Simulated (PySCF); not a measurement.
## Removing an electron from `CN(C)C(=O)[SiH](P)P`

Species: C3H11NOP2Si.
Z-matrix (Å and degrees, PBE0-D3(BJ)/def2-SVP geometry), rows numbered from 1:
```
C 
N   1  1.4372
C   2  1.4429  1  116.95
C   2  1.3609  1  123.69  3   177.72
O   4  1.2230  2  122.98  1  -177.90
Si  4  1.9384  2  122.17  1     3.42
P   6  2.2699  4  109.17  2    62.95
P   6  2.2519  4  100.99  2  -178.35
H   1  1.0981  2  110.84  3   179.09
H   1  1.1041  2  111.18  3   -60.83
H   1  1.1032  2  111.06  3    59.60
H   3  1.1030  2  110.69  1   -59.45
H   3  1.1036  2  110.92  1    60.75
H   3  1.0968  2  108.14  1  -179.44
H   6  1.4993  4  112.31  2   -54.93
H   7  1.4287  6   92.84  4    68.05
H   7  1.4296  6   94.03  4   162.09
H   8  1.4333  6   93.03  4   161.89
H   8  1.4280  6   93.64  4    67.90
```

Level: CAM-B3LYP/def2-SVPD (PySCF). Frontier orbitals with their largest atomic shares (Löwdin; up to four atoms above 4 %):

| orbital | ε (eV) | main atoms |
| --- | --- | --- |
| HOMO−3 | -8.99 | P7 29 %, P8 26 %, O5 10 %, Si6 10 % |
| HOMO−2 | -8.65 | N2 28 %, O5 17 %, P8 12 %, P7 8 % |
| HOMO−1 | -8.57 | P8 32 %, P7 15 %, Si6 11 %, N2 11 % |
| HOMO | -8.44 | ? |
| LUMO | 0.53 | C4 21 %, Si6 18 %, O5 16 %, P7 13 % |
| LUMO+1 | 0.75 | P7 18 %, Si6 18 %, P8 11 %, C1 8 % |
| LUMO+2 | 1.26 | P7 26 %, Si6 14 %, P8 10 %, H16 10 % |

Task: What vertical ionisation energy does ΔSCF give, and how far is −ε(HOMO) from it?

Result: ΔSCF: 8.91 eV (860 kJ/mol; threshold wavelength 139 nm); ⟨S²⟩ of the doublet left behind is 0.759, against 0.75 for a pure doublet. −ε(HOMO) is 8.44 eV, 0.47 eV below it. In exact Kohn–Sham theory the two would be equal; CAM-B3LYP (range-separated hybrid) falls short of its own ΔSCF value by 5 %. Holes in the HOMO−1 and HOMO−2 were tried too where these lie within 1.2 eV of the HOMO; the lowest converged state counts.

Task: On which atoms does the HOMO lie?

Result: O5 (carbonyl oxygen) 44 %, C4 (carbonyl carbon) 11 %, Si6 (SiH silicon) 11 %, P7 (three-coordinate phosphorus) 11 %. The HOMO−1 lies 0.13 eV lower.

Task: Shift the occupied levels rigidly so that −ε(HOMO) equals the ΔSCF value. What binding energies result?

Result: The shift is +0.47 eV: HOMO 8.91, HOMO−1 9.04, HOMO−2 9.12, HOMO−3 9.46 eV. A rigid shift is only a rough guide to the deeper ionisations.

Task: How many of the 10 lowest singlet excitations (vertical TDDFT, same level) lie below the ionisation energy?

Result: All 10; they run from 4.85 to 6.82 eV.

Task: With α = 132.9 au, estimate the like-pair dispersion coefficient by London's formula C6 = (3/4)α²I.

Result: I = 0.3276 Eh, so C6 ≈ 4340 au, a rough estimate.

One conformer (not necessarily the lowest) at the PBE0-D3(BJ)/def2-SVP geometry, without solvent, vibrations or thermal averaging.
